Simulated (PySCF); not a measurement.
# Spinor energies of Bi⁴⁴⁺ (bismuth, charge +44)

Start: [Kr] 4d3; 4d3/2 filled at m_j = -1/2, +1/2, +3/2. Calculated with PySCF 2.14 in an uncontracted even-tempered set (16 s from 5.8 bohr⁻², ratio 2.8; 14 p from 7.5 bohr⁻², ratio 2.8; 9 d from 7.5 bohr⁻², ratio 2.8; 3 f from 28 bohr⁻², ratio 3): generalised Hartree-Fock with the X2C-1e Hamiltonian and a Gaussian nucleus; one run each with spin-orbit coupling (SO) switched off, then screened by Boettger's factors.

```csv
spinor shell,electrons,"ε, spin-free (eV)","ε, screened SO (eV)",weight of nominal j (screened SO),"rms radius, screened SO (bohr)"
1s1/2,2,-93169.0,-93124.3,1.000,0.0178
2s1/2,2,-18638.2,-18622.4,1.000,0.0718
2p1/2,2,-16272.8,-17956.4,1.000,0.0606
2p3/2,4,-16272.8,-15625.5,1.000,0.0690
3s1/2,2,-6116.5,-6110.1,1.000,0.181
3p1/2,2,-5424.4,-5814.0,1.000,0.173
3p3/2,4,-5424.4,-5268.8,1.000,0.189
3d3/2,4,-4731.9,-4800.9,1.000,0.164
3d5/2,6,-4731.9,-4679.4,1.000,0.169
4s1/2,2,-2751.7,-2749.1,1.000,0.380
4p1/2,2,-2494.2,-2626.8,1.000,0.376
4d3/2,3,-2242.1,-2257.5,0.998,0.385
```

(1) Where does 4p3/2 lie, and what is the 4p spin-orbit splitting (screened SO)?

```csv
quantity,spin-free,screened SO
E (hartree),-20222.84308,-20266.43506
M_J,3/2,3/2
⟨J²⟩,6.751,3.762
⟨L²⟩,12.001,7.698
⟨S²⟩,3.750,2.156
```

Each row is a mean over spinors that exchange with the open shell spreads, by up to 14.622 eV (4p1/2).

Breit and QED terms are absent; they matter most for the inner s and p1/2 levels.

Densities and radii are taken from the X2C orbitals without a picture-change correction, which distorts them close to the nucleus.

Without spin-orbit coupling the j labels of p, d and f shells carry no meaning; the spin-free column gives the mean over the occupied spinors of each nl shell, and its ⟨J²⟩ belongs to a mixture of degenerate components.

## Answers

(1) At -2439.7 eV, 187.07 eV above 4p1/2.
